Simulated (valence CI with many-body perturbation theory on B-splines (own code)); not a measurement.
N²⁺: what the settings do

Computed by valence CI with perturbative core correlation (CI+MBPT): three valence electrons over a frozen Dirac-Fock core [He], radial functions for each j: 6 s, 6 p, 5 d, 3 f, 1 g, with the one-electron correlation potential Σ1, the two-electron term Σ2, the three-electron term Σ3, Breit, model QED; selected CI, second order for the rest (own B-spline code, finite nucleus).

Set against measurement, 23 paired levels are off by 174 cm⁻¹ on average, the worst by 399. These come from a selection out of Moore, Selected Tables of Atomic Spectra, NSRDS-NBS 3, section 5. Levels without a partner in it may be off by more.

The reference run has the lowest level 2s2 2p 2P°_1/2 and an ionisation energy of 47.4239 eV. Its largest variational space holds 5274 state functions.

Changed runs:
A. scale of Σ2 1 → 0.5
B. cutoff of virtual states (hartree) 300 → 30; core polarisation of operators on → off
C. Davidson tolerance 2e-05 → 0.001
D. scale of Σ1 1 → 2 (bad on purpose)

Excitation energies of the reference run in cm⁻¹, and shifts in cm⁻¹:

```tsv
Level	Reference	A	B	C	D
2s2 2p 2P°_3/2	174	+0.2	-1.5	0	+4.3
2s 2p2 4P_1/2	57009	-4.6	-51	0	-539
2s 2p2 4P_3/2	57068	-4.6	-52	0	-538
2s 2p2 4P_5/2	57149	-4.5	-53	0	-535
2s 2p2 2D_5/2	101199	+103	-63	0	-435
2s 2p2 2D_3/2	101205	+103	-63	0	-435
2s 2p2 2S_1/2	131403	+49	-72	0	-365
2s 2p2 2P_1/2	146181	+537	-54	0	-446
2s 2p2 2P_3/2	146291	+537	-55	0	-444
2p3 4S°_3/2	186728	+511	-114	0	-1039
2p3 2D°_5/2	203224	+338	-135	0	-912
2p3 2D°_3/2	203240	+338	-135	0	-912
Ionisation energy (eV)	47.4239	+0.0170	-0.0190	0	+0.1468
```

No effect on these energies: C.
